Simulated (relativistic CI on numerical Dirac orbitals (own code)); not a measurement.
# Magnetism of Au2+, 5d9, in a crystal field

Calculated by Dirac-Coulomb-Breit CI, orbitals from a KLI potential per configuration, QED by a radiative potential, valence Slater integrals scaled by 0.85, one configuration in a parametric crystal field (own radial code).

Field parameters in Wybourne normalisation: Oh B⁴₀ = 21Dq, B⁴₄ = √(5/14) B⁴₀. The field is a parameter set, without covalency.

S is read from ⟨S²⟩ = S(S + 1).

Powder χT (cm³ K mol⁻¹) by Van Vleck's formula, with temperature-independent terms:

```tsv
Field	2 K	5 K	10 K	20 K	50 K	100 K	200 K	300 K
Oh, 10Dq = 5500 cm⁻¹	0.97	0.971	0.972	0.974	0.98	0.99	1.01	1.03
Oh, 10Dq = 9950 cm⁻¹	0.883	0.884	0.884	0.885	0.888	0.893	0.904	0.914
Oh, 10Dq = 14350 cm⁻¹	0.798	0.798	0.799	0.799	0.801	0.805	0.812	0.819
Oh, 10Dq = 18800 cm⁻¹	0.729	0.729	0.729	0.73	0.731	0.734	0.739	0.744
Oh, 10Dq = 23200 cm⁻¹	0.676	0.676	0.676	0.676	0.678	0.68	0.684	0.688
Oh, 10Dq = 27600 cm⁻¹	0.635	0.635	0.635	0.635	0.637	0.638	0.642	0.646
Oh, 10Dq = 32050 cm⁻¹	0.603	0.603	0.603	0.603	0.604	0.606	0.609	0.612
Oh, 10Dq = 36450 cm⁻¹	0.577	0.577	0.577	0.578	0.579	0.58	0.583	0.585
```

(1) For Oh, 10Dq = 36450 cm⁻¹: what effective moment follows at 300 K?

Answers

(1) μ_eff = √(8χT) = 2.16 μB. The ground level has S = 0.50; the spin-only moment for S = 1/2 is 1.73 μB. The difference comes from the orbital moment, spin-orbit mixing of terms and temperature-independent paramagnetism, all larger in this ionic model than in covalent complexes.
